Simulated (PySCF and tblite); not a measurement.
The numbers below are computed, except where a source is named.
## Rotation: stationary points, barriers and rates

System: C8H9NO, numbered as in [CH3:1]/[N:2]=[CH:3]/[c:4]1[cH:5][cH:6][cH:7][cH:8][c:9]1[OH:10].

Motion: rotation about the C4–C3 bond (torsion C5–C4–C3–N2 from -180° to 0°, rising). Geometries: GFN2-xTB; energies: PBE0/pcSseg-1 + D3(BJ), IEF-PCM tetrahydrofuran; zero-point and thermal terms from GFN2-xTB harmonic modes (soft modes blended into free rotors). Rates follow Eyring's equation with the number of equivalent paths and no tunnelling. Run with tblite and PySCF.

```json
{"point": "start", "symmetry": "Cs", "E(GFN2) kcal/mol": "0.0", "E(DFT) kcal/mol": "0.0", "ZPE change kcal/mol": "0.00", "lowest mode cm⁻¹": "94", "dipole D": "3.42"}
{"point": "saddle", "symmetry": "C1", "E(GFN2) kcal/mol": "11.8", "E(DFT) kcal/mol": "16.4", "ZPE change kcal/mol": "-0.59", "lowest mode cm⁻¹": "117i", "dipole D": "2.68"}
{"point": "end", "symmetry": "Cs", "E(GFN2) kcal/mol": "8.0", "E(DFT) kcal/mol": "11.4", "ZPE change kcal/mol": "-0.42", "lowest mode cm⁻¹": "58", "dipole D": "2.01"}
```

| Item | Value |
| --- | --- |
| Electronic barrier | 16.4 kcal/mol |
| Barrier with zero-point energy | 15.8 kcal/mol |
| ΔH‡ (298 K) | 15.7 kcal/mol |
| ΔS‡ (298 K, symmetry apart) | -0.6 cal/(mol K) |
| Paths | 2 equivalent paths |
| End point | a different minimum |
| Mean lifetime of the start against this motion at 298 K | 33 ms |
| Cost | 2.1 min on 1 thread of Arm Neoverse V1, on a host shared with other jobs (rough), peak memory 1.1 GiB, launched as `OMP_NUM_THREADS=1 python ens_run.py task.json out` |

| T/K | ΔG‡ kcal/mol | k s⁻¹ | ΔG kcal/mol | k back s⁻¹ |
| --- | --- | --- | --- | --- |
| 200 | 15.8 | 4.6×10⁻⁵ | 10.8 | 2.8×10⁷ |
| 250 | 15.8 | 0.15 | 10.7 | 3.6×10⁸ |
| 298 | 15.8 | 30 | 10.6 | 1.8×10⁹ |
| 350 | 15.9 | 1760 | 10.5 | 6.7×10⁹ |
| 400 | 15.9 | 3.3×10⁴ | 10.4 | 1.7×10¹⁰ |

ΔG and ΔG‡ leave out symmetry numbers and mirror images; rates count paths: 2 out, 2 back.
